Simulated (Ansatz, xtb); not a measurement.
## Relative energy of two isomers of C6H7O2P

Structure I: `COC1=PC=C(O)C=C1`, a singlet. Structure II: `COC1=PC=CC(O)=C1`, a singlet. Both are isolated molecules in the gas phase, relaxed with r2SCAN-D4/def2-SVP; the shapes shown needn't be the lowest conformers.

I (Å):

| atom | x (Å) | y (Å) | z (Å) |
| --- | --- | --- | --- |
| C | -0.6250 | -1.1787 | -2.1313 |
| C | -0.4301 | -0.6761 | 0.1755 |
| C | -0.2602 | 0.3376 | 1.1369 |
| C | -0.2012 | 0.1228 | 2.5039 |
| C | -0.3072 | -1.1570 | 3.0846 |
| C | -0.4800 | -2.3010 | 2.3111 |
| O | -0.4578 | -0.2258 | -1.1040 |
| O | -0.2296 | -1.1969 | 4.4418 |
| P | -0.5945 | -2.3884 | 0.5710 |
| H | -1.5815 | -1.7225 | -2.0212 |
| H | -0.6212 | -0.6240 | -3.0783 |
| H | 0.1968 | -1.9185 | -2.1288 |
| H | -0.1709 | 1.3593 | 0.7509 |
| H | -0.0669 | 0.9706 | 3.1812 |
| H | -0.3134 | -2.1155 | 4.7301 |
| H | -0.5553 | -3.2666 | 2.8303 |

II (Å):

```csv
atom,x (Å),y (Å),z (Å)
C,-1.4319,-0.5789,3.0898
C,-0.4441,-0.1904,0.9651
C,-0.4106,0.6537,-0.1530
C,0.4138,0.4511,-1.2612
C,1.3020,-0.6381,-1.3592
C,1.4145,-1.5834,-0.3554
O,-1.3201,0.2049,1.9171
O,0.3982,1.3055,-2.3104
P,0.5480,-1.6516,1.1639
H,-2.1846,-0.0878,3.7196
H,-0.4692,-0.6300,3.6289
H,-1.7565,-1.6077,2.8529
H,-1.0835,1.5209,-0.1316
H,-0.2429,2.0079,-2.1343
H,1.9061,-0.7087,-2.2691
H,2.1301,-2.4001,-0.5108
```

Question: Estimate which is lower in electronic energy at CCSD(T)/def2-SVP + ΔMP2/def2-TZVPP, and by roughly how much.

Answer: CCSD(T)/def2-SVP + ΔMP2/def2-TZVPP gives E(II) − E(I) = −3.13 kJ/mol, slightly favouring structure II, which is too small a margin to settle the true order.

Level by level:

```
                             level            geometry  E(II) − E(I) (kJ/mol)  departure from the last row (kJ/mol)  job, with rough time for the two
                          GFN2-xTB            GFN2-xTB                   −1.70                                 +1.43              optimisation, 0.16 s
                         HF/STO-3G            GFN2-xTB                   −7.74                                 −4.61              single point, 0.94 s
      r2SCAN-D4/def2-SVP//GFN2-xTB            GFN2-xTB                   −6.48                                 −3.34                single point, 11 s
                r2SCAN-D4/def2-SVP  r2SCAN-D4/def2-SVP                   −6.81                                 −3.67                optimisation, 68 s
                       HF/def2-SVP  r2SCAN-D4/def2-SVP                   −9.90                                 −6.77           part of the CCSD(T) run
                      MP2/def2-SVP  r2SCAN-D4/def2-SVP                   −1.42                                 +1.71           part of the CCSD(T) run
                  CCSD(T)/def2-SVP  r2SCAN-D4/def2-SVP                   −5.11                                 −1.98                      single point
CCSD(T)/def2-SVP + ΔMP2/def2-TZVPP  r2SCAN-D4/def2-SVP                   −3.13                                                   single point, 6.5 min
```

As drawn, both hold the same kinds of bond in the same numbers.

The largest departure from CCSD(T)/def2-SVP + ΔMP2/def2-TZVPP is that of HF/def2-SVP, 6.77 kJ/mol. The last row adds to CCSD(T) the change of the MP2 difference between the two basis sets, here +1.98 kJ/mol.

With thermal terms from frequencies at re-optimised GFN2-xTB minima (ideal gas, soft modes damped towards free rotors, one conformer each, 298.15 K, 1 atm): on the last row, ΔE + ΔZPE = −3.12, ΔH = −3.15, ΔG = −3.19 kJ/mol.

The correlated steps freeze 13 core orbitals. Programs: Ansatz 0.2.0, xtb 6.7.1; the last row on 2 threads of Arm Neoverse V2 on a shared host.
